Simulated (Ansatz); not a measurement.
Pair of molecules: HF (SMILES F) (first 2 atoms) with HI (SMILES I); geometry from B3LYP-D3(BJ)/def2-TZVP.
(charge 0, multiplicity 1):
```xyz
4

F     -0.0701     0.4750    -0.2412
H      0.0048     0.0346     0.5765
I      0.2129    -1.0362     2.9820
H      0.1742     0.4361     3.6486
```

Interaction energies are E(AB) − E(A) − E(B) at the monomers' geometry in the complex; basis-set methods are counterpoise corrected.

Run with Ansatz (Gaussian basis) for Hartree–Fock, density functionals and correlated methods. Each number belongs to the level named beside it. In def2 rows elements past Kr take small-core potentials, without spin–orbit coupling.

### Question
What interaction energy does wB97M-V/def2-TZVPPD give?

### Answer
-2.7 kcal/mol

### Question
Give the interaction energy at the level revPBE/def2-TZVPPD.

### Answer
-1.9 kcal/mol

### Question
What is the computed interaction energy (BHLYP/def2-TZVPPD)?

### Answer
-2.3 kcal/mol

Ansatz is a quantum-chemistry and plane-wave program.
